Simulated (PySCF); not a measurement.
Si(NMeEt)2H2, C6H18N2Si.
Geometry (PBE0-D3(BJ)/def2-SVP, Å), atoms numbered from 1 in this order:
```
atom  x, y, z in Å
Si1   -0.6775    0.0034   -0.4777
N2    -0.6575    0.3059    1.2304
C3     0.0130   -0.6114    2.1192
C4    -1.4944    1.3012    1.8637
C5    -2.7909    0.7666    2.4596
H6     0.6035   -0.0654    2.8792
H7    -0.6761   -1.2887    2.6601
H8     0.7134   -1.2381    1.5461
H9    -0.9094    1.8079    2.6570
H10   -1.7334    2.0785    1.1188
H11   -3.3602    1.5737    2.9466
H12   -3.4272    0.3224    1.6778
H13   -2.6017   -0.0086    3.2185
N14    0.9433   -0.2854   -1.0197
C15    1.9913    0.6541   -0.7023
C16    1.2841   -1.3093   -1.9828
C17    1.4285   -0.8186   -3.4180
H18    2.9117    0.1271   -0.3868
H19    2.2628    1.3176   -1.5460
H20    1.6752    1.2938    0.1360
H21    2.2274   -1.7981   -1.6665
H22    0.5082   -2.0918   -1.9456
H23    1.7164   -1.6442   -4.0876
H24    0.4796   -0.3961   -3.7843
H25    2.1995   -0.0375   -3.5064
H26   -1.3618    1.2149   -1.0394
H27   -1.4205   -1.2196   -0.9296
```

Computed at PBE0/pcSseg-1 (PySCF, non-relativistic), with Q(14N) = 0.02044 b: N2, 14N (I = 1): χzz = -5.262 MHz, η = 0.380.

Q: Where would the pure quadrupole (NQR) lines of 14N at N2 fall for the rigid, isolated species?

A: From ν± = (3/4)|χ|(1 ± η/3) and ν0 = |χ|η/2: ν+ 4.446 MHz, ν− 3.447 MHz, ν0 0.999 MHz (nitrogen bonded to 2 C and Si).

In a crystal, neighbours and librations shift these lines. These gradients aren't converged with respect to the basis.

One conformer stands for the species.
